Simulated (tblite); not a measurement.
Compound: C4H14NPSi2.
Z-matrix (Å and degrees, GFN2-xTB geometry), rows numbered from 1:
```
P 
Si  1  2.2563
C   2  1.9251  1  104.82
C   3  1.5296  2  113.98  1   131.19
C   4  1.5291  3  114.00  2   -82.79
C   5  1.5340  4  114.52  3    57.69
N   6  1.4416  5  113.72  4    55.16
Si  7  1.7148  6  124.00  5   -93.90
H   1  1.3815  2   94.31  3   175.77
H   1  1.3807  2   95.36  3    83.18
H   2  1.4835  1  109.40  3  -113.34
H   3  1.0915  2  108.39  1  -108.34
H   3  1.0927  2  110.72  1     7.80
H   4  1.0941  3  109.32  2   157.16
H   4  1.0930  3  109.47  2    40.09
H   5  1.0937  4  108.38  3   179.39
H   5  1.0924  4  109.36  3   -63.50
H   6  1.0941  5  109.39  4   -65.98
H   6  1.0969  5  108.50  4   177.27
H   7  1.0066  6  113.07  5    72.39
H   8  1.4749  2  114.56  1    34.36
H   8  1.4685  2  113.63  1   157.60
```

Computed with GFN2-xTB (tblite): harmonic, unscaled wavenumbers at the GFN2-xTB geometry, gas phase. Errors from tens to a few hundred cm⁻¹ against measured bands are possible. Modes of hydrogen on phosphorus and silicon can be 10 to 20 % off. One conformer, not necessarily the lowest.

Harmonic wavenumbers (cm⁻¹): 38.5, 81.7, 87.9, 96.4, 152.2, 179.5, 224.4, 280.3, 297.1, 347.0, 379.4, 406.8, 417.8, 487.8, 517.1, 569.5, 587.4, 620.0, 647.6, 663.1, 693.1, 708.1, 763.4, 799.0, 813.8, 828.3, 890.5, 990.6, 999.4, 1048.2, 1090.7, 1148.8, 1157.8, 1167.4, 1176.9, 1213.0, 1260.4, 1289.6, 1329.1, 1352.6, 1356.9, 1370.4, 1471.0, 1480.7, 1486.0, 1501.8, 2060.5, 2132.4, 2193.3, 2310.2, 2400.9, 2906.3, 2941.3, 2943.4, 2955.3, 2959.0, 2971.4, 2976.2, 2977.5, 3468.1.

A = 1452, B = 923.3, C = 756.2 MHz; mass 163.040 u (most abundant isotopes); point group C1, symmetry number 1.

Question: Zero-point energy?

Answer: ½Σν̃ = 37332 cm⁻¹ = 106.74 kcal/mol.

Question: Entropy at 500 K, 1 bar (ideal gas, RRHO, classical rotation)?

Answer: Translation 43.77, rotation 31.68, vibration 61.51: S = 137.0 cal/(mol K).

Question: And Cp and H(500 K) − H(0)?

Answer: Cp = 68.06 cal/(mol K), of which vibrations give 60.11 (their classical limit is 60 R = 119.2); H(500 K) − H(0) = 19.82 kcal/mol without the zero-point energy, 15.84 from vibrations.

Question: Which modes carry the vibrational entropy at 500 K?

Answer: 38.5 cm⁻¹: 6.36; 81.7 cm⁻¹: 4.87; 87.9 cm⁻¹: 4.72; 96.4 cm⁻¹: 4.54; 152.2 cm⁻¹: 3.64; 179.5 cm⁻¹: 3.32 cal/(mol K); the other 54 give 34.05 together.

Question: Blend soft modes into free rotors: weight 1/[1 + (100 cm⁻¹/ν̃)⁴] for the oscillator and the rest for a rotor with moment μB/(μ + B), μ = h/(8π²ν), B = 10⁻⁴⁴ kg m². What vibrational entropy results?

Answer: 57.07 cal/(mol K) in place of 61.51, which changes −T·S at 500 K by +2.22 kcal/mol.

Question: What must be added to the electronic energy to get the Gibbs energy at 500 K and 1 bar?

Answer: ZPE + [H(500 K) − H(0)] − T·S = 106.74 + 19.82 − 68.48 = 58.08 kcal/mol.

Question: How do the functions run with temperature in this model?

Answer: 
```
 T (K)  S (cal/(mol K))  Cp (cal/(mol K))  H − H(0) (kcal/mol)  G − H(0) (kcal/mol)  ln q(vib)
   150             82.7              27.4                 2.62                -9.79       3.71
   250             99.8              40.5                 6.01               -18.94       6.92
298.15            107.5              46.6                 8.11               -23.93       8.49
   400            122.9              58.4                13.48               -35.67      11.79
   600            150.1              76.0                27.03               -63.03      18.16
   900            184.4              93.0                52.61              -113.38      27.08
```

q(vib) and H(0) count from the zero-point level.

Hindered rotation and anharmonicity are outside this model. Other conformers, if any are populated, would add a mixing term that is left out. The structure is chiral; the term R ln 2 for an equal mix with its mirror image is left out.
